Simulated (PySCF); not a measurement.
Polarisability and C₆ of Ag⁺ (silver, charge +1)

[Kr] 4d9 5s1, high-spin 3D determinant (an excited configuration). All numbers are calculated (PySCF 2.14, a scalar-relativistic core potential, in def2-QZVPPD with the def2 core potential (28 electrons) (7s5p4d4f2g, 88 functions)). Coupled (time-dependent) response in atomic units; α is the mean over directions.

| method | mean α (bohr³) | α xx, yy, zz | C₆ (like pair) | S(−4) |
| --- | --- | --- | --- | --- |
| UHF | 33.12 | 34.01, 34.01, 31.33 | 203.5 | 886.9 |
| PBE | 23.22 | 23.46, 23.46, 22.76 | 145.1 | 332.5 |
| PBE0 | 24.76 | 25.10, 25.10, 24.09 | 153.0 | 405.0 |
| BHandHLYP | 25.30 | 25.67, 25.67, 24.56 | 154.3 | 439.6 |

S(−4) is the Cauchy moment in α(ω) = α(0) + S(−4) ω² + …

Spin-orbit coupling is absent.

α(iu) at PBE:

```csv
u (hartree),α(iu) (bohr³)
0,23.22
0.0500,22.43
0.100,20.44
0.200,15.71
0.300,12.12
0.500,8.088
0.750,5.666
1.00,4.320
1.50,2.831
2.00,2.016
3.00,1.166
5.00,0.5209
```

For an ion, C₆ is the dispersion term alone; charge-induced terms of lower order in 1/R come first.

The components differ because the open shell of this determinant is not spherical; for a pure term their mean is the scalar polarisability.

Energies and moments cover only the electrons outside the core potential.
